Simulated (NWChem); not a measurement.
# C$_{2}$H$_{7}$GeN; SMILES C(=[N]/[GeH3])/C

Results from NWChem. All runs use the structure optimised with B3LYP/6-31G* (spherical d).

For level PBE0/cc-pVDZ:

```yaml
highest occupied level (eV): -6.65
dipole (D): 1.95
```

What are these values for level PBE0/aug-cc-pVDZ?

The highest occupied level (eV) comes out as -6.82 and the dipole (D) is 2.08.
